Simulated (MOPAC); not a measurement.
Input file for MOPAC: AM1 on GeH5NSi (SMILES [NH2][Ge][SiH3]), a point of a torsion scan.

```
AM1 1SCF PRECISE CHARGE=0 THREADS=1
GeH5NSi

N      1.79656748 1    -0.13768177 1     0.21858342 1
Ge     0.53443199 1    -0.07484517 1     1.50864268 1
Si    -1.33581403 1     0.06756841 1    -0.03289694 1
H      2.78184602 1    -0.20444077 1     0.42941530 1
H      1.67686528 1    -0.11579332 1    -0.78356642 1
H     -0.99991371 1     0.06645512 1    -1.46865454 1
H     -2.30048366 1    -1.03599931 1     0.11226727 1
H     -2.15168193 1     1.28085607 1     0.14532733 1
```

Program output:

```
*******************************************************************************
 **                                                                           **
 **                              MOPAC v23.2.5                                **
 **                                                                           **
 *******************************************************************************
 ** MOPAC's Digital Object Identifier: https://doi.org/10.5281/zenodo.6511958 **
 **                                                                           **
 ** Please cite the open-source release paper for use of this MOPAC version:  **
 ** J. E. Moussa and J. J. P. Stewart (2026)                                  **
 ** MOPAC: An open-source semiempirical molecular orbital program             **
 ** J. Open Source Softw., 11(119), 8025, https://doi.org/10.21105/joss.08025 **
 *******************************************************************************

                              AM1 CALCULATION RESULTS

 *******************************************************************************
 *  AM1        - The AM1 Hamiltonian to be used
 *
 *
 *
 *                 CHARGE ON SYSTEM = 0
 *
 *
 *
 *  PRECISE    - TIGHTER CRITERIA TO BE USED
 *  1SCF       - DO 1 SCF AND THEN STOP
 *  THREADS=1  - MULTI-THREADING NOT USED
 *  T=         - A TIME OF 172800.0 SECONDS REQUESTED
 *  DUMP=N     - RESTART FILE WRITTEN EVERY 7200.0 SECONDS REQUESTED
 *******************************************************************************
AM1 1SCF PRECISE CHARGE=0 THREADS=1
 GeH5NSi

   ATOM   CHEMICAL          X               Y               Z
  NUMBER   SYMBOL      (ANGSTROMS)     (ANGSTROMS)     (ANGSTROMS)

     1       N          1.79656748  *  -0.13768177  *   0.21858342  *
     2      Ge          0.53443199  *  -0.07484517  *   1.50864268  *
     3      Si         -1.33581403  *   0.06756841  *  -0.03289694  *
     4       H          2.78184602  *  -0.20444077  *   0.42941530  *
     5       H          1.67686528  *  -0.11579332  *  -0.78356642  *
     6       H         -0.99991371  *   0.06645512  *  -1.46865454  *
     7       H         -2.30048366  *  -1.03599931  *   0.11226727  *
     8       H         -2.15168193  *   1.28085607  *   0.14532733  *



          CARTESIAN COORDINATES

    NO.       ATOM           X           Y           Z

     1         N          1.7966     -0.1377      0.2186
     2        Ge          0.5344     -0.0748      1.5086
     3        Si         -1.3358      0.0676     -0.0329
     4         H          2.7818     -0.2044      0.4294
     5         H          1.6769     -0.1158     -0.7836
     6         H         -0.9999      0.0665     -1.4687
     7         H         -2.3005     -1.0360      0.1123
     8         H         -2.1517      1.2809      0.1453

  H: (AM1): M.J.S. DEWAR ET AL, J. AM. CHEM. SOC. 107 3902-3909 (1985)
  N: (AM1): M.J.S. DEWAR ET AL, J. AM. CHEM. SOC. 107 3902-3909 (1985)
 Si: (AM1): M.J.S.DEWAR, C. JIE, ORGANOMETALLICS, 6, 1486-1490 (1987).
 Ge: (AM1): M.J.S.Dewar and C.Jie, Organometallics, 8, 1544, (1989)

           Empirical Formula: H5 N Ge Si  =     8 atoms



      MOLECULAR POINT GROUP   :   Cs


      RHF CALCULATION, NO. OF DOUBLY OCCUPIED LEVELS = 9


 -------------------------------------------------------------------------------
 AM1 1SCF PRECISE CHARGE=0 THREADS=1
 GeH5NSi



     1SCF WAS SPECIFIED, SO BFGS WAS NOT USED
     SCF FIELD WAS ACHIEVED


                              AM1 CALCULATION
                                                       MOPAC v23.2.5 Linux




          FINAL HEAT OF FORMATION =         42.47949 KCAL/MOL =     177.73420 KJ/MOL


          COSMO AREA              =        127.19 SQUARE ANGSTROMS
          COSMO VOLUME            =        121.44 CUBIC ANGSTROMS

          IONIZATION POTENTIAL    =          7.861729 EV
          HOMO LUMO ENERGIES (EV) =         -7.862 -1.251
          NO. OF FILLED LEVELS    =          9
          MOLECULAR WEIGHT        =        119.7217         POINT GROUP:  Cs

          MOLECULAR DIMENSIONS (Angstroms)

            Atom       Atom       Distance
            H     8    H     4     5.16009
            H     6   Ge     2     2.90592
            H     4    H     7     2.24219


          SCF CALCULATIONS        =          1





   ATOM   CHEMICAL          X               Y               Z
  NUMBER   SYMBOL      (ANGSTROMS)     (ANGSTROMS)     (ANGSTROMS)

     1       N          1.79656748  *  -0.13768177  *   0.21858342  *
     2      Ge          0.53443199  *  -0.07484517  *   1.50864268  *
     3      Si         -1.33581403  *   0.06756841  *  -0.03289694  *
     4       H          2.78184602  *  -0.20444077  *   0.42941530  *
     5       H          1.67686528  *  -0.11579332  *  -0.78356642  *
     6       H         -0.99991371  *   0.06645512  *  -1.46865454  *
     7       H         -2.30048366  *  -1.03599931  *   0.11226727  *
     8       H         -2.15168193  *   1.28085607  *   0.14532733  *

                             CARTESIAN COORDINATES

   1    N        1.796567480    -0.137681770     0.218583420
   2   Ge        0.534431990    -0.074845170     1.508642680
   3   Si       -1.335814030     0.067568410    -0.032896940
   4    H        2.781846020    -0.204440770     0.429415300
   5    H        1.676865280    -0.115793320    -0.783566420
   6    H       -0.999913710     0.066455120    -1.468654540
   7    H       -2.300483660    -1.035999310     0.112267270
   8    H       -2.151681930     1.280856070     0.145327330


           Empirical Formula: H5 N Ge Si  =     8 atoms



      MOLECULAR POINT GROUP   :   Cs


                  EIGENVALUES
 -32.23771 -16.69827 -15.84797 -15.09797 -12.27997 -12.25685 -10.79271 -10.78323
  -7.86173  -1.25071  -0.65148   1.31202   1.34634   1.47271   2.36100   4.86853
   5.61419


              NET ATOMIC CHARGES AND DIPOLE CONTRIBUTIONS

  ATOM NO.   TYPE          CHARGE      No. of ELECS.   s-Pop       p-Pop
    1          N          -0.579961        5.5800     1.53812     4.04184
    2         Ge           0.418550        3.5815     1.28743     2.29402
    3         Si           0.102533        3.8975     0.93567     2.96180
    4          H           0.176293        0.8237     0.82371
    5          H           0.184474        0.8155     0.81553
    6          H          -0.108604        1.1086     1.10860
    7          H          -0.096645        1.0966     1.09664
    8          H          -0.096641        1.0966     1.09664
 DIPOLE           X         Y         Z       TOTAL
 POINT-CHG.     1.842    -0.158     2.724     3.292
 HYBRID        -0.784     0.120    -4.891     4.955
 SUM            1.058    -0.037    -2.167     2.412


          ATOMIC ORBITAL ELECTRON POPULATIONS

     Atom    s        px        py        pz
    1  N   1.53812   1.17691   1.71768   1.14725
    2 Ge   1.28743   0.69532   0.28408   1.31462
    3 Si   0.93567   1.04829   0.92832   0.98518
    4  H   0.82371
    5  H   0.81553
    6  H   1.10860
    7  H   1.09664
    8  H   1.09664

 **********************
 *                    *
 * JOB ENDED NORMALLY *
 *                    *
 **********************




 == MOPAC DONE ==
```

The run finished.

Cost: very roughly 0.010 core-seconds.
